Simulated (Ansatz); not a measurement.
`N[SiH]1SS1` and `[SiH2]1SS1` differ in one atom or group.

Ansatz, PBE0-D4/def2-TZVP geometries, multiplicity 1. Each molecule was computed in one conformer, which needn't be the lowest.

| property | `N[SiH]1SS1` |
| --- | --- |
| LUMO energy (ωB97M-V/def2-TZVPP) / eV | 0.61 |
| HOMO–LUMO gap (ωB97M-V/def2-TZVPP) / eV | 8.88 |
| LUMO energy (PBE/def2-TZVPP) / eV | -2.45 |
| zero-point energy (PBE0-D4/def2-TZVP) / kJ/mol | 100.4 |
| LUMO energy (PBE0/def2-TZVPP) / eV | -1.49 |
| LUMO energy (B3LYP/def2-TZVPP) / eV | -1.71 |

Question: What does the change do to each property? (Best estimate.)

Answer: Ansatz gave: 
| property | `[SiH2]1SS1` | shift |
| --- | --- | --- |
| LUMO energy (ωB97M-V/def2-TZVPP) / eV | 0.41 | -0.20 |
| HOMO–LUMO gap (ωB97M-V/def2-TZVPP) / eV | 8.98 | 0.10 |
| LUMO energy (PBE/def2-TZVPP) / eV | -2.67 | -0.22 |
| zero-point energy (PBE0-D4/def2-TZVP) / kJ/mol | 53.0 | -47.4 |
| LUMO energy (PBE0/def2-TZVPP) / eV | -1.69 | -0.20 |
| LUMO energy (B3LYP/def2-TZVPP) / eV | -1.91 | -0.20 |

With PBE0 the HOMO falls by 0.30 eV and the LUMO falls by 0.20 eV, so the gap widens by about 0.10 eV. PBE moves the HOMO by -0.30 eV and ωB97M-V by -0.30 eV. The zero-point energy changes by -47.4 kJ/mol with -6 modes.

B3LYP here is the variant with VWN-RPA as its local correlation; programs differ in this.
